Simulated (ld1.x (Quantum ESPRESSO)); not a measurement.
## Te (Z = 52), TM: configuration errors across variants

tellurium (Te), norm-conserving Troullier–Martins (Kleinman–Bylander form), made with ld1.x (Quantum ESPRESSO) 7.5 (revPBE, fully relativistic). Core [Kr], reference 4d10 5s2 5p4. Waves: 5s (bound): rc 1.45 bohr; 5p (bound): rc 1.85 bohr; 4d (bound): rc 1.05 bohr. Local part: the d channel. Core correction: none.

Open shells are filled in proportion to 2j + 1 (rel_dist='average').

All-electron excitation energies from the reference (eV): (1) 4d10 5s2 5p3 9.703; (2) 4d10 5s2 5p2 27.592; (3) 4d10 5s2 5p1 54.430; (4) 4d9 5s2 5p5 38.205; (5) 4d10 5s1 5p5 9.197; (6) 4d9 5s2 5p4 49.186; (7) 4d10 5s0 5p6 18.576.

3 further variants failed, have other tests or another functional or relativity, and are left out.

A true bound ghost makes a file unfit for plane-wave use even where its test errors are small: the radial tests pick states by their node count and pass the ghost by.

The file “base” misses its own reference levels by 0.9 eV. The file “wave 5p (bound): rc 1.85 bohr becomes 5p (bound): rc 2.54 bohr” misses its own reference levels by 0.9 eV. The file “wave 5s (bound): rc 1.45 bohr becomes 5s (bound): rc 1.64 bohr” misses its own reference levels by 0.9 eV. The file “all radii scaled by about 0.84 (s 1.22, p 1.56, d 0.88 bohr)” misses its own reference levels by 0.9 eV.

Errors AE − PS in meV (a dash: test not solved or not reliable):

| change | (1) | (2) | (3) | (4) | (5) | (6) | (7) | bound ghosts |
| --- | --- | --- | --- | --- | --- | --- | --- | --- |
| base | +0.7 | +3.4 | +11 | -275 | -2.9 | -209 | -12 | s, p3/2, p1/2 |
| type RRKJ; local potential the s channel | +0.4 | +3.1 | +14 | -365 | -5.3 | -277 | -26 | none |
| wave 5p (bound): rc 1.85 bohr becomes 5p (bound): rc 2.54 bohr | +0.5 | +1.5 | +2.1 | -261 | -0.7 | -196 | -3.4 | s, p3/2, p1/2 |
| wave 5s (bound): rc 1.45 bohr becomes 5s (bound): rc 1.64 bohr | +0.8 | +4.7 | +16 | -285 | -0.4 | -225 | -2.1 | s, p3/2, p1/2 |
| all radii scaled by about 0.84 (s 1.22, p 1.56, d 0.88 bohr) | -0.2 | -0.7 | +3.4 | -246 | +77 | -228 | +336 | s, p1/2, p3/2 |

(1) Give the same row for: wave 4d (bound): rc 1.05 bohr becomes 4d (bound): rc 1.20 bohr.

## Answers

(1) +0.6, +2.9, +10, -280, -3.0, -216, -13; bound ghosts: s, p3/2, p1/2.
